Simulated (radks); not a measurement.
Initial-state core-level shifts of the chlorine ion Cl+ when its valence configuration changes from [Ne] 3s2 3p4. Calculated with a radial shooting solver on a logarithmic mesh with Libxc functionals: Dirac Kohn-Sham, PBE, spin-unpolarised, spherical densities, finite nucleus; open shells fill j = l - 1/2 first; Fermi nuclear charge, rms radius 3.3654 fm. Shifts are changes of the shell-averaged eigenvalues in eV (positive: less bound); the change of the density at the nucleus, which sets a Mossbauer isomer shift, is in e/bohr^3, on a base of 3595.

valence,1s,2s,2p,density at nucleus
3s1 3p5,-1.343,-1.332,-1.313,-13.8591
3p6,-2.626,-2.613,-2.572,-28.0794
3s1.5 3p4.5,-0.680,-0.673,-0.663,-6.8827
